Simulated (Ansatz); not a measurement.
**Worked example: ideal-gas entropy of C2H5FOSi (SMILES FC1CO[SiH2]1)**

A singlet with charge 0, relaxed at HF/6-31G* (Cartesian functions) (Ansatz 0.2.0):

```xyz
10

F    -1.8064   -0.3213   -0.8083
C    -0.8725   -0.0776    0.1689
C     0.2892   -1.0965    0.1550
O     1.4114   -0.2230   -0.0318
Si    0.5144    1.1658   -0.2137
H    -1.3911   -0.0245    1.1158
H     0.1956   -1.7835   -0.6758
H     0.4108   -1.6518    1.0760
H     0.8103    2.2112    0.7803
H     0.5214    1.7498   -1.5634
```

Harmonic wavenumbers in cm⁻¹: 99, 275, 422, 592, 616, 723, 782, 887, 917, 968, 1077, 1118, 1125, 1229, 1299, 1329, 1467, 1518, 1662, 2404, 2416, 3248, 3284, 3308.

Masses in u: F 18.998, C 12.011, O 15.999, Si 28.085, H 1.008. Take T = 298.15 K, p = 1 bar, R = 8.3145 J/(mol K), kT/hc = 207.22 cm⁻¹, rigid rotor and harmonic oscillator.

Question: Compute the standard molar entropy.

Answer: 
1. Translation (Sackur–Tetrode): S = R[3/2 ln M + 5/2 ln T − 1.1517] with M = 92.144 gives 165.3 J/(mol K).
2. Rotation: principal moments 73.824, 137.689, 188.289 u Å² give A, B, C = 0.2283, 0.1224, 0.0895 cm⁻¹; the symmetry number is σ = 1; q = (√π/σ)√((kT/hc)³/ABC) = 105722; S = R(ln q + 3/2) = 108.7.
3. Vibration: with u = ν̃/207.22, each mode gives R[u/(eᵘ − 1) − ln(1 − e⁻ᵘ)]; the sum is 33.5, most from 99 cm⁻¹ (14.5), 275 cm⁻¹ (6.5), 422 cm⁻¹ (3.7).
4. Electronic: R ln 1 = 0.0, from the spin multiplicity alone.
5. Sum: 165.3 + 108.7 + 33.5 + 0.0 = 307.5 J/(mol K).

No measured value is set beside it here. Where a soft mode is a torsion, a harmonic oscillator describes it poorly.
